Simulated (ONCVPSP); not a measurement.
# Transferability test, ONCV potential for Cu (Z = 29)

```json
{
  "Element": "copper (Cu)",
  "Generator": "ONCVPSP 4.0.1",
  "Type": "optimised norm-conserving Vanderbilt (ONCV)",
  "Functional": "LDA (Perdew-Wang 92)",
  "Relativity": "scalar-relativistic",
  "Frozen core": "[Ne]",
  "Valence charge": "19",
  "Reference configuration": "3s2 3p6 3d10 (charge +1)",
  "Partial waves": "3s: rc 0.75 bohr, ncon 4, nbas 8, qcut 8.4 1/bohr, 3 projectors, debl 1.8 Ha; 3p: rc 0.85 bohr, ncon 5, nbas 10, qcut 15 1/bohr, 3 projectors, debl 2.6 Ha; 3d: rc 0.95 bohr, ncon 4, nbas 9, qcut 19.6 1/bohr, 2 projectors, debl 1 Ha",
  "Local potential": "polynomial inside 0.50 bohr (lpopt 4, dvloc0 0 Ha)",
  "Core correction": "Teter function, fcfact 2.25, rcfact 1.25"
}
```

In the s channel the program set the typed energies aside and used -4.514, 0.250, 2.050 Ha. In the p channel the program set the typed energies aside and used -2.967, 0.250, 2.850 Ha.

Energies are relative to the spin-unpolarised reference configuration 3s2 3p6 3d10; without spin polarisation the order of configurations can differ from experiment.

| valence configuration | charge | ΔE all-electron (eV) | error AE − PS (meV) |
| --- | --- | --- | --- |
| 3s2 3p6 3d10 4s1 | 0 | -8.429 | +0.1 |
| 3s1 3p6 3d10 4s1 | +1 | 113.302 | -7.3 |

Q: What are ΔE and the potential's error for 3s2 3p6 3d8?

A: ΔE = 61.059 eV all-electron; the error (AE − PS) is +0.2 meV.

Q: What are ΔE and the potential's error for 3s2 3p6 3d9?

A: ΔE = 21.689 eV all-electron; the error (AE − PS) is -1.5 meV.

Note: ghosts flagged at negative energy: s at -3872.3 eV; GHOST(+) flags only above 600 eV. A true bound ghost makes a file unfit for plane-wave use.
